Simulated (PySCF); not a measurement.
C4H2BrCl, SMILES C#C/C=C(/Cl)Br.

The structure is a stationary point at B3LYP-D3(BJ)/def2-SVP. The structure was generated by enumeration; whether it is a known compound was not checked.

Method: TDDFT-M06-2X/def2-SVPD in PySCF.

Vertical excitations.  State labels are in the subgroup Cs.

**Question.** List the lowest excited states. (Estimate from the structure and the level; the computed values follow.)

**Answer.** 
```csv
state,symmetry,energy (eV),λ (nm),f,main pairs
S1,A",4.96,250,0.000,"HOMO−1→LUMO 48 %, HOMO→LUMO+1 22 %, HOMO−2→LUMO 11 %"
S2,A',5.20,238,0.379,HOMO→LUMO 94 %
S3,A",5.25,236,0.000,"HOMO→LUMO+1 66 %, HOMO−1→LUMO 20 %"
S4,A",5.87,211,0.000,"HOMO→LUMO+2 55 %, HOMO→LUMO+4 13 %, HOMO−1→LUMO 12 %"
S5,A",6.14,202,0.000,"HOMO−2→LUMO 81 %, HOMO−1→LUMO 15 %"
S6,A',6.24,199,0.007,"HOMO−2→LUMO+1 46 %, HOMO−1→LUMO+1 42 %"
S7,A",6.62,187,0.001,"HOMO→LUMO+3 29 %, HOMO→LUMO+8 17 %, HOMO→LUMO+6 9 %, HOMO−4→LUMO+1 8 %"
S8,A',6.66,186,0.041,HOMO−3→LUMO 84 %
S9,A",6.83,181,0.007,"HOMO−3→LUMO+1 39 %, HOMO→LUMO+2 23 %, HOMO→LUMO+3 7 %, HOMO→LUMO+6 7 %"
S10,A",6.89,180,0.018,"HOMO−3→LUMO+1 30 %, HOMO→LUMO+3 28 %, HOMO→LUMO+4 19 %, HOMO→LUMO+6 6 %"
T1,A',3.36,369,0,HOMO→LUMO 95 %
T2,A",4.84,256,0,HOMO→LUMO+1 81 %
T3,A",5.03,246,0,"HOMO−1→LUMO 72 %, HOMO−2→LUMO 15 %"
T4,A',5.50,225,0,"HOMO−4→LUMO 20 %, HOMO−3→LUMO 17 %, HOMO−1→LUMO+1 15 %, HOMO−1→LUMO+2 7 %"
```
Triplets are in the Tamm–Dancoff approximation, which puts them higher than full response would, so one can lie above its singlet here.
